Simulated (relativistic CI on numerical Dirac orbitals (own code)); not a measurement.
**Spin-allowed bands of a d2 ion in an octahedral site, by hand**

Problem. Take Δ = 13640 cm⁻¹ and B = 440 cm⁻¹ for a d2 ion in an octahedral site. Calculate the three spin-allowed bands.

Working.
1. The terms of highest spin are 3F (energy 0) and 3P (15B = 6600 cm⁻¹). Here the F term splits into A2 at +1.2Δ = 16368, T2 at +0.2Δ = 2728 and T1 at −0.6Δ = -8184 cm⁻¹.
2. The two T1 states mix through the element 0.4Δ: H = [[-8184, 5456], [5456, 6600]], with roots ½(H₁₁ + H₂₂) ∓ ½√[(H₂₂ − H₁₁)² + 4H₁₂²] = ½(-1584) ∓ ½(18375) = -9979 and 8395 cm⁻¹.
3. The ground term is 3T1 at -9979 cm⁻¹.
4. Bands: 3T2 12707 cm⁻¹ (787 nm), 3T1(P) 18375 cm⁻¹ (544 nm), 3A2 26347 cm⁻¹ (380 nm).

Check. Exact diagonalisation of the whole d2 shell with these parameters gives 3T2 12707, 3T1 18375, 3A2 26347 cm⁻¹. The match is exact, since without spin-orbit coupling no other term has this spin. The ratio of the second band to the first, 1.446, depends on Δ/B = 31.0 alone, which is how a Tanabe-Sugano diagram is read.
